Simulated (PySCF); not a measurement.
# Radial density of Ho (holmium, neutral)

BLYP, [Xe] 4f11 5d2, one real determinant (an excited configuration). Calculation: PySCF 2.14, in x2c-TZVPPall with one added diffuse shell each of s, p, d, f type (12s8p8d5f2g, 129 functions); the spin-free X2C one-electron Hamiltonian (Gaussian nucleus).

```
r (bohr)  4πr²ρ (e/bohr)  4πr²(ρα − ρβ)
  0.0249           79.38         0.0016
  0.0419           97.43         0.0037
  0.0706           118.1         0.0107
   0.119           90.27         0.0850
   0.200           103.3         0.6265
   0.336           47.75         2.5805
   0.565           53.07         3.8023
   0.950           17.82         2.0223
    1.60           7.593         0.7907
    2.69           1.258         0.4703
    4.52          0.3207         0.2983
    7.60         0.08485         0.0848
    12.8        0.004337         0.0043
    21.5       9.628e-05         0.0001
```

Densities and radii are taken from the X2C orbitals without a picture-change correction, which distorts them close to the nucleus.

⟨L²⟩ = 46.06 against 90 for a pure M term, so this real determinant mixes terms. Spin-orbit coupling, absent here, splits the open shell strongly.
